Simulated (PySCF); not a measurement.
## Computed vibrations of [Ho(H2O)3]3+

[Ho(H2O)3]3+ (singlet in the valence; each metal's 4f electrons, 10 of them, lie in its core potential, out of spins and levels). PySCF 2.14.0, RKS PBE0, Ho lcecp-1-SVP with ECP56, O def2-SVP, H def2-SVP; non-relativistic Hamiltonian with scalar-relativistic core potentials where named; density fitting; no spin-orbit coupling. Central differences of gradients.

```xyz
10

Ho    0.0000    0.0000    0.0000
O     2.2346    0.0000    0.0000
H     2.8517    0.7429    0.2127
H     2.8517   -0.7429   -0.2127
O    -1.1173    1.9352    0.0000
H    -2.0692    2.0982    0.2127
H    -0.7825    2.8411   -0.2127
O    -1.1173   -1.9352    0.0000
H    -0.7825   -2.8411    0.2127
H    -2.0693   -2.0982   -0.2127
```

Run from Python with OMP_NUM_THREADS=2. Where DIIS fails, smearing, a level shift and second-order steps follow.
It took 48 s on 2 threads of Arm Neoverse V2, on a shared host.

What are the harmonic wavenumbers and infrared intensities?

Modes are labelled in D3; negative numbers are unstable modes, those under 60 cm⁻¹ near the noise; a finer grid moves soft modes by up to 10 cm⁻¹.
```tsv
cm⁻¹	km/mol	symmetry
-17	–	a2
73	6.0	e
73	6.0	e
97	0.0	a1
106	0.5	e
106	0.5	e
411	0.0	a1
422	19.4	e
422	19.4	e
626	1.1	a2
659	91.8	e
659	91.8	e
684	76.7	e
684	76.7	e
702	1080.3	a2
1674	227.9	e
1674	227.9	e
1680	0.0	a1
3559	828.2	e
3559	828.2	e
3578	0.0	a1
3590	105.1	a2
3594	664.8	e
3594	664.8	e
```

Is this a minimum?

Yes, within the noise of the softest modes. 

An lcecp potential fixes the number of 4f electrons, so in runs with it no electron can move into or out of that shell.
